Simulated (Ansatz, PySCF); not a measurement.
Si(H)(F)(Br)(Me) (CH₄BrFSi), SMILES C[SiH](F)Br. Atoms are numbered in the order given.

```xyz
8

Si    -0.2683    -0.8892     0.3562
C     -2.1160    -0.8219     0.2700
F      0.2825    -1.9072    -0.7801
Br     0.5787     1.1160    -0.0682
H      0.2705    -1.3474     1.6602
H     -2.5441    -1.8217     0.4428
H     -2.5118    -0.1338     1.0322
H     -2.4399    -0.4670    -0.7198
```
Charge 0, spin multiplicity 1.

Geometry optimised at PBE0-D3(BJ)/def2-SVP.

Two levels are set side by side: PBE-D3(BJ)/def2-SVP (Ansatz, an electronic-structure program) and PBE0-D3(BJ)/def2-SVP (Ansatz). Each level has its own optimised geometry; the coordinates shown are those of the second. Frequencies come from the Hessian of PySCF at each geometry. Differences are taken from unrounded values.

```csv
quantity,PBE0-D3(BJ),PBE-D3(BJ),PBE-D3(BJ) minus PBE0-D3(BJ)
mean bond length (Å),1.497,1.508,0.012
bond Si1–C2 (Å),1.851,1.863,0.012
bond Si1–F3 (Å),1.622,1.637,0.015
bond Si1–Br4 (Å),2.218,2.235,0.017
bond Si1–H5 (Å),1.484,1.496,0.012
bond C2–H6 (Å),1.101,1.109,0.008
bond C2–H7 (Å),1.100,1.108,0.008
bond C2–H8 (Å),1.100,1.108,0.008
highest harmonic wavenumber (cm⁻¹),3179,3092,-87
mean harmonic wavenumber (cm⁻¹),1216,1177,-38
zero-point energy (kcal/mol),31.29,30.30,-0.99
```

Exact exchange shortens and stiffens bonds; PBE has none. Differences between two approximate levels are no errors against the true value.
